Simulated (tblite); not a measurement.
Give a GFN2-xTB geometry of `CN([SiH3])/C=C/C#N`.

```xyz
15
C4H8N2Si angstrom
C     -1.0885   -1.0555    0.6111
N     -0.5219    0.1445    0.0380
Si    -1.5939    1.3571   -0.6164
C      0.8323    0.2597    0.0443
C      1.7208   -0.6276    0.5314
C      3.0935   -0.3675    0.4658
N      4.2244   -0.1662    0.4178
H     -0.7371   -1.9419    0.0767
H     -0.8131   -1.1481    1.6648
H     -2.1722   -1.0138    0.5388
H     -2.4748    1.8018    0.4661
H     -0.7383    2.4265   -1.1112
H     -2.3766    0.7283   -1.6829
H      1.2001    1.1754   -0.3973
H      1.4408   -1.5647    0.9886
```

Any rigid rotation of these coordinates is as good. Atoms count from 1 in this order. The C–N distances run from 1.150 Å (C6≡N7, drawn triple) to 1.445 Å (C1–N2, drawn single), a spread of 0.295 Å. The 7 heavy atoms lie in one plane (0.001 Å rms). N2 (silicon-bound nitrogen) is planar (angles 123.7°, 119.0° and 117.3°, sum 360.0°, 0.00 Å off the plane of its three neighbours). Of the pairs four or more bonds apart, C1···H15 is among the closest relative to their van der Waals radii: 2.61 Å, 90 % of the sum of Bondi's values.

Bonds between heavy atoms (Å): C1–N2 1.445, N2–Si3 1.746, N2–C4 1.359, C4=C5 1.347, C5–C6 1.399, C6≡N7 1.150.

Structure optimised with GFN2-xTB, isolated species.

Point group: Cs (tolerance 0.08 Å). Its GFN2-xTB frequencies are all real (lowest 29 cm⁻¹). The numbers are those of one conformer (C1–N2–C4–C5 0°). 2 starts were optimised and ended at 0.00 and 0.73 kcal/mol (GFN2-xTB); the lowest of these is shown.

These are computed values.
